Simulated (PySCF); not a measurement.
First SCF of a structure search on doublet CuN₂, at a hand-made side-on geometry. PySCF input:

```python
from pyscf import gto, scf, dft
mol = gto.M(atom='''
Cu     0.000000     0.000000     0.000000
N      0.600000     0.000000     1.767540
N     -0.600000     0.000000     1.767540''',
    basis={'Cu': 'def2-TZVP', 'N': 'def2-TZVP'},
    charge=0, spin=1)
mf = dft.UKS(mol, xc='PBE0')
mf.grids.atom_grid = (50, 194)
aux = {'Cu': 'def2-universal-JKFIT', 'N': 'def2-universal-JKFIT'}
mf = mf.density_fit(auxbasis=aux)
mf.conv_tol = 1e-08
mf.diis_space = 10
mf.max_cycle = 60
mf.init_guess = 'minao'
mf.verbose = 4
mf.kernel()
```

Excerpt of the output (cycles alone):

```
init E= -1749.52852210931
cycle= 1 E= -1746.49573142894  delta_E= 3.03  |g|= 3.91  |ddm|= 1.69
cycle= 2 E= -1730.53494426462  delta_E=   16  |g|= 7.71  |ddm|= 5.48
cycle= 3 E= -1748.97309831056  delta_E= -18.4  |g|= 1.75  |ddm|= 5.09
cycle= 4 E= -1747.25096856323  delta_E= 1.72  |g|= 1.91  |ddm|= 2.49
cycle= 5 E= -1749.54285844836  delta_E= -2.29  |g|= 0.482  |ddm|= 1.73
cycle= 6 E= -1749.62984010418  delta_E= -0.087  |g|= 0.094  |ddm|= 0.255
cycle= 7 E= -1749.6359570328  delta_E= -0.00612  |g|= 0.0539  |ddm|= 0.139
cycle= 8 E= -1749.63654910793  delta_E= -0.000592  |g|= 0.008  |ddm|= 0.0396
cycle= 9 E= -1749.63658583396  delta_E= -3.67e-05  |g|= 0.00133  |ddm|= 0.0157
cycle= 10 E= -1749.63658809461  delta_E= -2.26e-06  |g|= 0.000863  |ddm|= 0.00334
cycle= 11 E= -1749.63658895308  delta_E= -8.58e-07  |g|= 0.000268  |ddm|= 0.00189
cycle= 12 E= -1749.63658920542  delta_E= -2.52e-07  |g|= 0.000146  |ddm|= 0.00088
cycle= 13 E= -1749.63658933686  delta_E= -1.31e-07  |g|= 7.38e-05  |ddm|= 0.000838
cycle= 14 E= -1749.63658936384  delta_E= -2.7e-08  |g|= 4.67e-05  |ddm|= 0.000491
cycle= 15 E= -1749.636589365  delta_E= -1.16e-09  |g|= 8.1e-06  |ddm|= 9.4e-05
Extra cycle  E= -1749.63658936481  delta_E= 1.87e-10  |g|= 3.32e-05  |ddm|= 1.8e-05
converged SCF energy = -1749.63658936481  <S^2> = 0.75252243  2S+1 = 2.0025208
```

No lower solution of this spin was found from smeared starts or by a stability analysis within the unrestricted form.

With open d or f shells other occupations or spin states may lie lower.

The search for the lowest solution, 3 starts and the stability check together, took 9.4 s on 4 threads of a shared Arm Neoverse V1 host, with 107 basis functions; the process peaked at 0.41 GiB. Launch command: `OMP_NUM_THREADS=4 python axn.py task.json out`.
